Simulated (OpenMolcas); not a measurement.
Cl+: Slater's ratio, worked from levels

```json
{
  "Program": "OpenMolcas 26.06",
  "Basis": "ANO-RCC-VQZP [6s5p3d2f1g]",
  "Scalar Hamiltonian": "DKH2, point nucleus",
  "Active space": "4 electrons in 3 orbitals (3p)",
  "State averaging": "2S+1 = 3 even, 3 roots; 2S+1 = 1 even, 6 roots",
  "Spin-orbit coupling": "state interaction with AMFI integrals over the reference wave functions, term energies averaged over their components"
}
```

Methods: CASSCF; SS-CASPT2, IPEA 0.25 Eh, imaginary shift 0.1 Eh (closed shells correlated: 2s 2p 3s). Measured levels: NIST Handbook of Basic Atomic Spectroscopic Data.

**Slater's ratio.** With one set of orbitals, p4 has 1D - 3P = 6 F2 and 1S - 1D = 9 F2 (F2 = F²/25), a ratio of 3/2. Term energies are centres of gravity, weighted by 2J + 1.

```json
{"Source": "CASSCF", "1D - 3P": "14102", "1S - 3P": "35097", "F2 from the first": "2350", "Ratio": "1.489"}
{"Source": "SS-CASPT2", "1D - 3P": "11380", "1S - 3P": "28684", "F2 from the first": "1897", "Ratio": "1.521"}
{"Source": "measured", "1D - 3P": "11311", "1S - 3P": "27535", "F2 from the first": "1885", "Ratio": "1.434"}
```

Energies in cm-1. A ratio away from 3/2 shows effects beyond one configuration with one set of orbitals, and in heavier atoms second-order spin-orbit shifts.

CASPT2 does not keep the components of a term degenerate, so their means are used; among the terms shown or strongly mixed into the levels shown the widest spread is 190 cm-1 (3s2 3p4 1D, SS-CASPT2). With the s shell closed, the reference lacks s² → p² mixing. Without dynamic correlation excited terms often stand tens of per cent too high (terms of higher spin than the ground term too low), and those without a measured partner can miss by more than the paired ones (holds for CASSCF). Measured partners are found by configuration, term and J. A level has none where our copy of the source lacks it or the pairing is in doubt (some pairs that miss far off the trend of their configuration count as doubtful), and it then counts in no deviation. Levels of configurations outside the active space are missing.
